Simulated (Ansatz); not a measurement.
The cluster H₆Au₄⁻. The state is a doublet with charge -1. Geometry PBE-D4/def2-SVPD; atoms count from 1.

Cartesian coordinates in Å:
```
Au -0.199 -0.761 1.982
Au 0.610 -1.045 -0.688
Au -0.608 1.410 0.207
Au 0.051 1.429 -2.526
H 1.319 -2.264 -1.481
H 0.342 -2.258 2.200
H 0.591 0.905 -3.952
H -0.838 0.907 1.864
H -0.650 2.430 -1.182
H -0.619 -0.754 3.577
```

In the def2 sets Au takes a core potential; there is no spin–orbit coupling. Another isomer (doublet) lies 0.38 eV lower at PBE0-D4/def2-TZVPD; other spin states weren't run for this one.

(1) Estimate the Mulliken populations from the PBE0/def2-TZVPD orbitals of Ansatz.

(2) Where does the spin sit?

(3) And the Mayer bond orders between heavy atoms (over 0.3)?

## Answers

(1) 
| atom | charge (e) | spin (α − β) | d electrons |
| --- | --- | --- | --- |
| Au1 | -0.44 | 0.21 | 9.42 |
| Au2 | -0.14 | 0.14 | 9.66 |
| Au3 | -0.22 | 0.09 | 9.65 |
| Au4 | -0.40 | 0.00 | 9.65 |
| H5 | 0.00 | 0.22 | – |
| H6 | 0.03 | 0.07 | – |
| H7 | -0.02 | 0.00 | – |
| H8 | 0.14 | 0.00 | – |
| H9 | 0.06 | 0.03 | – |
| H10 | -0.01 | 0.24 | – |
Mulliken values depend strongly on the basis. With diffuse functions, as here, like atoms can get unlike values, and bond orders can come out too low or too high.

(2) Summed by element: Au 0.44, H 0.56, of 1 unpaired in all. Largest on single atoms: H10 0.24, H5 0.22, Au1 0.21.

(3) Au1–Au2 0.40 (2.80 Å); Au1–Au3 0.38 (2.83 Å); Au3–Au4 0.34 (2.81 Å).
